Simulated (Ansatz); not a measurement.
`C[B]([SnH3])[S][GaH2]`: the same geometry under several functionals.

```yaml
crystal:
  periodic: [false, false, false]
  atoms:
    - {symbol: C, position_ang: [-1.954663, 0.427638, 1.425099]}
    - {symbol: B, position_ang: [-0.878023, 0.071197, 0.353441]}
    - {symbol: Sn, position_ang: [1.332407, 0.391860, 0.676515]}
    - {symbol: S, position_ang: [-1.252507, -0.616351, -1.219902]}
    - {symbol: Ga, position_ang: [0.804506, -0.867657, -2.253488]}
    - {symbol: H, position_ang: [-1.900569, 1.491324, 1.685295]}
    - {symbol: H, position_ang: [-2.973286, 0.204814, 1.099460]}
    - {symbol: H, position_ang: [-1.764172, -0.115321, 2.358316]}
    - {symbol: H, position_ang: [2.042201, 1.948089, 0.685478]}
    - {symbol: H, position_ang: [1.917608, -0.217918, -0.922793]}
    - {symbol: H, position_ang: [2.256059, -0.587404, 1.731669]}
    - {symbol: H, position_ang: [1.297137, -2.351539, -2.276059]}
    - {symbol: H, position_ang: [1.073292, 0.221269, -3.343040]}
basis:
  gaussian: {orbitals: def2-TZVPP}
hamiltonian: {xc: {name: PBE-QIDH}}
```

```sh
$ ansatz run in.yaml --threads 4 --pin off --events-out ev --progress --plain --max-ram 10444MiB
```

Shortened log:

```
Functional definition: PBE-QIDH
  name "PBE-QIDH"
  cite "Brémond, Sancho-García, Pérez-Jiménez & Adamo, J. Chem. Phys. 141, 031101 (2014) doi:10.1063/1.4890314"
  cite "Perdew, Burke & Ernzerhof, Phys. Rev. Lett. 77, 3865 (1996) doi:10.1103/PhysRevLett.77.3865"
  parameter a = 3^(-1/3)
  parameter c = 1/3
  exchange = (1 - a)*pbe_x + a*exact_x
  correlation = (1 - c)*pbe_c + c*(mp2_os + mp2_ss)
2017 factors; integrals over basis functions are off by at most 1.0e-3 eV
mean field evaluation 1: about -70846.4288 eV, gradient 3.7e1 eV
mean field evaluation 2: about -70846.5954 eV, gradient 3.7e1 eV
mean field evaluation 4: about -70849.9441 eV, gradient 4.2e0 eV
mean field evaluation 8: about -70849.9873 eV, gradient 2.6e-1 eV
mean field evaluation 16: about -70849.9875 eV, gradient 1.9e-4 eV
mean field -70849.98746201 eV, -2603.6890153824 hartree, gradient 2.0e-6 eV, S^2 0.000000; 0 other end points of the search recorded, 0 dependent functions left out
20 core orbitals not correlated: weight in the atoms' cores, before any rotation towards them, 1.000 or more for the frozen orbitals, at most 0.000 for the correlated occupied ones
reference -70849.98747976 eV, -2603.6890160347 hartree; 24, 24 occupied and 270, 270 virtual orbitals, 2017 factors
second order -31.85333876 eV of doubles, -0.00000000 eV of singles
Total energy: -70860.60525934 eV, -2604.0792122375 hartree
```

Run time 15 s (4 threads of an Arm Neoverse V2 on a shared host); peak host memory 1.1 GiB.

With the line `hamiltonian: {xc: {name: wB97M-V}}` and forces (abridged; 27 s):

```
Functional definition: wB97M-V
mean field evaluation 16: about -70884.3583 eV, gradient 6.1e-4 eV
mean field -70884.35828961 eV, -2604.9521199996 hartree, gradient 6.8e-5 eV, S^2 0.000000
Total energy: -70884.35836164 eV, -2604.9521226463 hartree
Atom 0 force    -0.087688     0.033736     0.099689 eV/Å
Atom 1 force     0.086148     0.001557    -0.011747 eV/Å
Atom 2 force     0.123748     0.005542    -0.017491 eV/Å
Atom 3 force    -0.002119    -0.002659    -0.006541 eV/Å
Atom 4 force     0.024200    -0.049612    -0.126634 eV/Å
Atom 5 force    -0.003123    -0.077467    -0.021481 eV/Å
Atom 6 force     0.079337     0.015567     0.020438 eV/Å
Atom 7 force    -0.011984     0.037746    -0.070296 eV/Å
Atom 8 force    -0.068431    -0.117144     0.004340 eV/Å
Atom 9 force     0.007194     0.046125     0.113139 eV/Å
Atom 10 force    -0.084341     0.074385    -0.075008 eV/Å
Atom 11 force    -0.041784     0.130352    -0.001193 eV/Å
Atom 12 force    -0.021153    -0.098128     0.092786 eV/Å
Dipole moment:     0.095270     0.202706     0.468507 e Å
```

With the line `hamiltonian: {xc: {name: revPBE}, dispersion: d4}` (abridged; 4.6 s):

```
Functional definition: revPBE
mean field evaluation 16: about -70885.4024 eV, gradient 5.5e-4 eV
mean field -70885.40238101 eV, -2604.9904896507 hartree, gradient 4.1e-5 eV, S^2 0.000000
Total energy: -70886.37462992 eV, -2605.0262191393 hartree
```

The same input with `hamiltonian: {xc: {name: wB97X-V}}` (abridged; 18 s):

```
Functional definition: wB97X-V
mean field evaluation 16: about -70883.2118 eV, gradient 3.5e-4 eV
mean field -70883.21182927 eV, -2604.9099883591 hartree, gradient 1.2e-5 eV, S^2 0.000000
Total energy: -70883.21182634 eV, -2604.9099882513 hartree
```

The same input with `hamiltonian: {xc: {name: r2SCAN0}, dispersion: d4}` (abridged; 13 s):

```
Functional definition: r2SCAN0
mean field evaluation 16: about -70888.9396 eV, gradient 1.0e-4 eV
mean field -70888.93958954 eV, -2605.1204796665 hartree, gradient 2.2e-5 eV, S^2 0.000000
Total energy: -70889.05492060 eV, -2605.1247180048 hartree
```

Changing it to `hamiltonian: {xc: pbe0, dispersion: d4}` (abridged; 8 s):

```
Functional definition: PBE0
mean field evaluation 16: about -70877.6455 eV, gradient 5.3e-5 eV
mean field -70877.64546784 eV, -2604.7054283495 hartree, gradient 5.3e-5 eV, S^2 0.000000
Total energy: -70877.98572620 eV, -2604.7179326138 hartree
```
